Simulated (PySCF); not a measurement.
PySCF input file for Si(H)2(Me)(OH) (CH6OSi), SMILES [SiH2](C)O, PBE0/pcSseg-1. Coordinates come from a B3LYP-D3(BJ)/def2-TZVP optimisation. One conformer was computed; it need not be the lowest.

```python
import numpy as np
from pyscf import gto, scf, dft
from pyscf.prop.nmr import rks as nmr

mol = gto.M(
    atom='''
    Si   -0.16463177    0.44840302    0.16947687
    C     1.56112502   -0.23916322   -0.02788029
    O    -1.32836331   -0.59279942   -0.38335930
    H    -0.33285583    1.67284840   -0.64169570
    H    -0.39426600    0.76943542    1.60309093
    H     1.69978646   -1.14674691    0.56438842
    H     2.30193150    0.49160548    0.30734692
    H     1.77042326   -0.47963722   -1.07205338
    H    -1.48001810   -1.40777285    0.10040279
    ''',
    basis='pcSseg-1',
    charge=0,
    spin=0,
    max_memory=1600,
    verbose=3,
)
mf = dft.RKS(mol, xc='pbe0')
mf.grids.level = 3
mf.conv_tol = 1e-10
mf.max_cycle = 100
mf.kernel()
n = nmr.NMR(mf)
n.verbose = 2
n.max_cycle_cphf = 60
sigma = n.kernel()
print('atom   isotropic/ppm   span/ppm')
for i, s in enumerate(sigma):
    w = np.linalg.eigvalsh((s + s.T) / 2)
    print(f'{mol.atom_symbol(i):2s}{i + 1:3d} {w.mean():14.3f} {w[2] - w[0]:11.3f}')
```

Program output:

```
converged SCF energy = -406.196184059768
atom   isotropic/ppm   span/ppm
Si  1        363.737     118.563
C   2        185.501      21.698
O   3        314.772      42.587
H   4         26.585       8.133
H   5         26.366       8.240
H   6         31.259       9.771
H   7         31.670      10.792
H   8         31.022      10.182
H   9         30.809      20.431
```

The calculation finished and met its thresholds.

Cost: around 8 core-seconds (rough).
